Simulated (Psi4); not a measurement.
PbS (SMILES [S]=[Pb]), singlet, at a GFN2-xTB geometry (such geometries of metal compounds can be far from the true shape) (core potentials on Pb). Base run: PBE/def2-SVP in Psi4.

Geometry (Å):
```xyz
2

Pb     0.0000     0.0000    -0.3765
S      0.0000     0.0000     1.9296
```
All else is at Psi4's defaults (density fitting).

Variants of this job, named by their change:

| change | E (Eh) | dipole (D) |
|---|---|---|
| base | -590.84041 | 3.43 |
| functional = cam-b3lyp | -590.94543 | 3.87 |
| functional = blyp | -590.95820 | 3.19 |
| functional = hse06 | -590.85202 | 3.84 |
| functional = m11 | -590.79357 | 4.30 |
| functional = bp86 | -591.17320 | 3.37 |
| functional = b97m-v | -590.87503 | 3.99 |
| functional = svwn | -590.11460 | 3.22 |
| functional = mn15 | -590.45629 | 3.74 |
| functional = x3lyp | -590.94892 | 3.59 |
| functional = m06-2x | -590.82609 | 4.34 |
| functional = pw6b95 | -591.38912 | 3.85 |
| functional = revpbe | -590.98808 | 3.54 |

Totals shift with the method and basis; they matter in differences.
